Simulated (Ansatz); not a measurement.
Consider the atomization: `FC(F)(F)[O][SnH3]` → C• + 3 F• + 3 H• + O• + Sn•.

Computed with Ansatz on PBE0-D4/def2-TZVP structures; ΔE is electronic, products minus reactants. CCSD(T)/CBS adds triple-zeta CCSD(T) − MP2 to the extrapolated MP2 energy (def2 sets, frozen cores). This one scheme is used for every species, atoms too. DFT in def2-TZVPP. HSE06 is defined as in plane-wave codes. Open shells (•) are unrestricted, without spin–orbit coupling. Spin–orbit coupling would lower the free atoms: a little for C, F, O; strongly for Sn. def2 core potentials past Kr. Bonds to Sn are less sure, by a few kJ/mol each and by 10 to 20 or more in all where they break to atoms, as the def2 sets lack core-valence functions.

`FC(F)(F)[O][SnH3]`:

Z-matrix (Å, degrees):
```
C
F 1 1.361
F 1 1.348 2 105.5
F 1 1.333 2 107.0 3 113.7
O 1 1.309 2 112.5 3 -123.6
Sn 5 2.012 1 121.9 2 37.6
H 6 1.696 5 105.4 1 -80.2
H 6 1.696 5 106.2 1 41.6
H 6 1.694 5 100.0 1 161.2
```

Question: What is ΔE at CCSD(T)/CBS? (Best estimate.)

Answer: Computed: +3059.4 kJ/mol.

Question: What do these levels give: LDA (SPW92), B97M-V, r2SCAN0-D4, HSE06-D4, PBE-QIDH, PBE, r2SCAN, BHLYP, CCSD/def2-TZVPP, CCSD(T)/def2-TZVPP, HF/def2-QZVPP, HF/CBS(def2)? (Estimate.)

Answer: The calculation gave: LDA (SPW92) 3691.8, B97M-V 3078.3, r2SCAN0-D4 2960.2, HSE06-D4 3029.5, PBE-QIDH 3001.2, PBE 3123.5, r2SCAN 3057.9, BHLYP 2839.2, CCSD/def2-TZVPP 2900.0, CCSD(T)/def2-TZVPP 2966.4, HF/def2-QZVPP 2023.1, HF/CBS(def2) 2024.1 kJ/mol.

Largest T1 diagnostic among the species: 0.013.

The D4 term adds +28.9 kJ/mol with B3LYP and +15.1 kJ/mol with PBE0; it sums over pairs of atoms, weighted by their polarisabilities, and B3LYP, whose exchange is more repulsive, gets the larger term. From BLYP to BHLYP (50 % exact exchange), in def2-TZVPP and without D4, ΔE moves by −161.2 kJ/mol: exact exchange takes away binding that semilocal exchange gives to molecules. Leaving LDA and LC-ωPBE aside and taking each functional with its dispersion term where it has one, the values, not all of them listed here, spread over 280.0 kJ/mol, from BHLYP-D4 to PBE-D4. LDA lies +568.3 kJ/mol from PBE without D4, its usual overbinding.

B3LYP here is the variant with VWN-RPA as its local correlation; programs differ in this.

For atomizations the MP2-based limit and the directly extrapolated one differ by several kJ/mol either way, and by 10 to 25 for some Ge, Se and Sn compounds, so smaller differences from it don't rank the levels.
